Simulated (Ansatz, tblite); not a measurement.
Cost and result up the ladder for [TaOF4]- (TaOF4⁻) (6 atoms). Charge -1, multiplicity 1. Geometry: r2SCAN-D4/def2-SVPD.

```xyz
6

Ta   -0.039    0.045    0.003
O    -1.184    1.362    0.095
F     1.281    0.397    1.391
F     1.333    0.626   -1.250
F    -0.669   -1.101   -1.440
F    -0.722   -1.330    1.201
```

Ansatz on 4 threads of Arm Neoverse V2 on a shared host; xTB runs through tblite on one thread. Times are rough, summed over both states, and most runs start from the orbitals of an earlier one. PBE0-D4/def2-TZVPD serves as the yardstick here, not as an exact answer. The other state is a doublet.

In the def2 sets Ta takes a core potential; there is no spin–orbit coupling. The xTB rows come from tblite.

Raw xTB energies of ions are shifted by several eV.

```csv
level,functions,wall time
GFN1-xTB,29,0.006 s
GFN2-xTB,29,0.007 s
PBE-D4/def2-TZVPD,243,13 s
PBE0-D4/def2-TZVPD,243,19 s
r2SCAN-D4/def2-TZVPD (with forces),243,29 s
```

Task: Estimate what each level gives for the vertical IE (eV).

Result: 
```tsv
level	vertical IE (eV)	difference from PBE0-D4/def2-TZVPD (eV)
GFN1-xTB	10.63	3.98
GFN2-xTB	11.13	4.48
PBE-D4/def2-TZVPD	6.38	-0.27
PBE0-D4/def2-TZVPD	6.65	0.00
r2SCAN-D4/def2-TZVPD (with forces)	6.46	-0.19
```
